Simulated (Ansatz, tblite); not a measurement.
Cost and result up the ladder for the cluster GeF₃⁻ (the lowest singlet isomer of a short search) (4 atoms). The state is a singlet with charge -1. Geometry: r2SCAN-D4/def2-TZVPD.

```
atom   x (Å)   y (Å)   z (Å)
 Ge1  -0.615   0.153   0.330
  F2   0.365   1.436  -0.503
  F3   0.793  -0.566   1.224
  F4  -0.543  -1.023  -1.052
```

Ansatz on 4 threads of Intel Xeon on a shared host; xTB runs through tblite on one thread. Times are rough, summed over both states, and most runs start from the orbitals of an earlier one. PBE-QIDH/def2-TZVPD serves as the yardstick here, not as an exact answer. The other state is a quintet at its own geometry.

The xTB rows come from tblite. LC-ωPBE has ω = 0.4 bohr⁻¹. B3LYP takes the VWN-RPA correlation. Correlated methods freeze 12 core orbitals; core or outer-core shells of Ge are correlated, in sets that lack core-valence functions. In the quintet geometry the species has come apart into loosely held pieces. The structure comes from a short search, and lower isomers may exist.

xTB has no spin-polarisation term.

```tsv
level	functions	wall time	quintet − singlet (eV)	difference from PBE-QIDH/def2-TZVPD (eV)	remarks
GFN1-xTB	21	0.013 s	10.36	-0.42	–
GFN2-xTB	21	0.015 s	13.31	2.53	–
PBE-D4/def2-TZVPD (with forces)	174	6.2 s	10.08	-0.70	HOMO above zero (quintet)
B3LYP-D4/def2-TZVPD	174	9.4 s	10.56	-0.22	HOMO above zero (quintet)
MP2/def2-TZVPD	174	10 s	11.30	0.52	–
PBE0-D4/def2-TZVPD	174	10 s	10.35	-0.43	HOMO above zero (quintet)
r2SCAN-D4/def2-TZVPD	174	11 s	10.09	-0.69	HOMO above zero (quintet)
LC-ωPBE/def2-TZVPD	174	11 s	10.62	-0.16	–
RPA@PBE/def2-TZVPD	174	11 s	10.19	-0.59	–
r2SCAN0-D4/def2-TZVPD	174	15 s	10.26	-0.52	HOMO above zero (quintet)
PBE-QIDH/def2-TZVPD	174	18 s	10.78	0.00	–
ωB97X-V/def2-TZVPD	174	34 s	10.94	0.16	–
```
